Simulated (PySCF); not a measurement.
Al3F3H3N3: core ionisation energies

Species: (FAlNH)3 ring, Al3F3H3N3.
Bonds: Al1–F2, Al1–N3, Al1–N9, N3–Al4, Al4–F5, Al4–N6, N6–Al7, Al7–F8, Al7–N9. Hydrogens: H10 on N3; H11 on N6; H12 on N9.

Computed, not measured: delta-SCF UKS SCAN, pcX-2 on the ionised atom, pcseg-1 elsewhere, spin-free X2C (PySCF). Binding energies are ΔSCF values: E(core-ionised, relaxed orbitals) − E(ground state) at a fixed geometry, referred to the vacuum level.

Question: What binding energy does each computed site have?

Answer: 
| atom(s) | bonded to | level | binding energy (eV) | count |
| --- | --- | --- | --- | --- |
| N3/N6/N9 | H and 2 Al | N 1s | 404.08 | 3 |
| F2/F5/F8 | Al | F 1s | 691.66 | 3 |
| Al1/Al4/Al7 | F and 2 N | Al 1s | 1567.59 | 3 |

Question: Which effective nuclear charge Zeff reproduces each element's mean 1s value in the hydrogen-like formula E = 13.606 eV × Zeff²?

Answer: N (Z = 7): mean 404.1 eV, Zeff = 5.45, Z − Zeff = 1.55; F (Z = 9): mean 691.7 eV, Zeff = 7.13, Z − Zeff = 1.87; Al (Z = 13): mean 1567.6 eV, Zeff = 10.73, Z − Zeff = 2.27. Means run over the listed sites, weighted by atom count.

Question: Which photon energy gives electrons from Al 1s of Al1/Al4/Al7 a kinetic energy of 200 eV, and what is their de Broglie wavelength?

Answer: hν = 1567.59 + 200 = 1767.59 eV, recoil neglected; λ = 12.264 Å/√(E/eV) = 0.87 Å.

Atoms equivalent by their bonding share one computed value, that of the first of them. The structure is a single PBE0-D3(BJ)/def2-SVP conformer in the gas phase; no vibrational or solvent corrections.
